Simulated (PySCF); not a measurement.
IrH2: bending curve

Method: PySCF, UPBE0, basis Ir def2-TZVP with ECP60, H def2-TZVP (scalar-relativistic core potentials, no spin–orbit coupling, density fitting).

Rigid scan from the doublet minimum (Ir–H 1.539 Å (×2); H–Ir–H 89.8°). Coordinate: the H–Ir–H angle, bonds fixed. Energies in kJ/mol from the minimum.

Q: Predict the curve at 80, 90, 100, 110, 120, 130, 140, 150, 160, 170, 180.

A: 
| bond angle (°) | E (kJ/mol) | dipole size (D) | ⟨S²⟩ |
| --- | --- | --- | --- |
| 80 | 3.0 | 1.92 | 0.75 |
| 90 | 0.0 | 1.84 | 0.75 |
| 100 | 3.4 | 1.71 | 0.75 |
| 110 | 14.3 | 1.55 | 0.75 |
| 120 | 34.7 | 1.39 | 0.75 |
| 130 | 67.2 | 1.26 | 0.75 |
| 140 | 114.0 | 1.16 | 0.76 |
| 150 | 176.3 | 1.09 | 0.77 |
| 160 | 250.5 | 0.93 | 0.99 |
| 170 | 311.8 | 0.49 | 1.51 |
| 180 | 336.2 | 0.00 | 1.77 |

With the bonds held, the linear shape lies 336.2 kJ/mol from the minimum.

Spin contamination is strong at 160, 170, 180, so these points are less reliable.

Open d and f shells are described by one determinant, and the ground state may have another occupation or spin. No spin–orbit coupling is included, which matters more the heavier the element.

Other isomers or separated fragments may lie lower.
